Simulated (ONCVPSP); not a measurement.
Reading a pseudo-wave (rhodium)

Columns: radius, all-electron u(r) and pseudo u(r) of the 4d shell (level -13.59 eV) of rhodium in the configuration [Ar] 3d10 4s2 4p6 4d8; PBEsol, scalar-relativistic, ONCV scheme, ONCVPSP 4.0.1.

```json
{"r (bohr)": "0.110", "all-electron": "-0.2102", "pseudo": "0.0038"}
{"r (bohr)": "0.220", "all-electron": "-0.4137", "pseudo": "0.0288"}
{"r (bohr)": "0.330", "all-electron": "-0.3188", "pseudo": "0.0899"}
{"r (bohr)": "0.440", "all-electron": "-0.0632", "pseudo": "0.1910"}
{"r (bohr)": "0.550", "all-electron": "0.2180", "pseudo": "0.3246"}
{"r (bohr)": "0.660", "all-electron": "0.4586", "pseudo": "0.4739"}
{"r (bohr)": "0.770", "all-electron": "0.6375", "pseudo": "0.6186"}
{"r (bohr)": "0.880", "all-electron": "0.7550", "pseudo": "0.7401"}
{"r (bohr)": "0.990", "all-electron": "0.8210", "pseudo": "0.8257"}
{"r (bohr)": "1.100", "all-electron": "0.8478", "pseudo": "0.8712"}
{"r (bohr)": "1.210", "all-electron": "0.8468", "pseudo": "0.8798"}
{"r (bohr)": "1.320", "all-electron": "0.8269", "pseudo": "0.8597"}
{"r (bohr)": "1.430", "all-electron": "0.7949", "pseudo": "0.8211"}
{"r (bohr)": "1.540", "all-electron": "0.7556", "pseudo": "0.7730"}
{"r (bohr)": "1.650", "all-electron": "0.7125", "pseudo": "0.7220"}
{"r (bohr)": "1.760", "all-electron": "0.6678", "pseudo": "0.6719"}
{"r (bohr)": "1.870", "all-electron": "0.6230", "pseudo": "0.6243"}
{"r (bohr)": "1.980", "all-electron": "0.5792", "pseudo": "0.5794"}
{"r (bohr)": "2.090", "all-electron": "0.5369", "pseudo": "0.5368"}
{"r (bohr)": "2.200", "all-electron": "0.4965", "pseudo": "0.4965"}
{"r (bohr)": "2.310", "all-electron": "0.4583", "pseudo": "0.4583"}
{"r (bohr)": "2.420", "all-electron": "0.4223", "pseudo": "0.4223"}
{"r (bohr)": "2.530", "all-electron": "0.3887", "pseudo": "0.3886"}
{"r (bohr)": "2.640", "all-electron": "0.3572", "pseudo": "0.3572"}
{"r (bohr)": "2.750", "all-electron": "0.3280", "pseudo": "0.3280"}
{"r (bohr)": "2.860", "all-electron": "0.3009", "pseudo": "0.3009"}
```

(1) How many radial nodes do the two functions have?

(2) At about which radius was the pseudo-wave matched?

(3) Is the pseudo-wave norm-conserving?

Results:

(1) The all-electron 4d function has n − l − 1 = 1; the pseudo-wave has 0, since the states of the same l below it are removed with the core.

(2) 2.20 bohr. The columns agree to 0.0005 from 1.98 bohr on; several derivatives are matched, so the curves merge somewhat inside the radius.

(3) Yes: the ONCV scheme keeps the norm inside the radius equal to the all-electron one, which fixes the energy derivative of the logarithmic derivative at the level.
